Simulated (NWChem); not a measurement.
**Spin states of OSe**

```xyz
2

O      0.0000     0.0000     1.3410
Se     0.0000     0.0000    -0.3155
```
Charge 0, spin multiplicity 3.

Program: NWChem. Structure: optimised with UB3LYP/def2-SVP, a minimum by its harmonic frequencies.

Basis set: def2-TZVP. The gap is E(triplet) − E(singlet) at the geometry of the triplet, so a negative value puts the higher spin lower. Open shells are unrestricted, coupled cluster uses restricted open-shell references, and the singlet is the closed-shell solution. Where the lowest singlet needs several determinants, the single determinant used here isn't a pure state and places it wrongly.

```tsv
method	vertical singlet-triplet gap (kcal/mol)	relative cost	difference from CCSD(T)
CCSD(T)	-21.7	10	0.0
B2PLYP	-24.6	under 3	-2.9
HF	-40.2	under 3	-18.5
BHandHLYP	-29.6	under 3	-8.0
CR-CCSD(T)	-22.0	10	-0.4
B3LYP	-26.5	1	-4.9
MP2	-20.0	under 3	+1.7
```

The values span 20.3 kcal/mol, from HF (lowest) to MP2 (highest). Relative cost: rough, from shared machines, SCF included, B3LYP = 1.

The Hamiltonian is non-relativistic. The correlated methods keep 10 core orbitals frozen. B3LYP has NWChem's definition, with VWN1-RPA local correlation. The structure started from a generated list of species. The unpaired electrons of the parent sit in orbitals of symmetry b1 and b2 (C2v labels of the run); other states weren't searched. The stability of the SCF solutions was not checked. Open-shell Hartree-Fock references start from PBE0 orbitals; any time given for them includes that run. Coupled-cluster values serve here as a point of comparison, not as the truth.
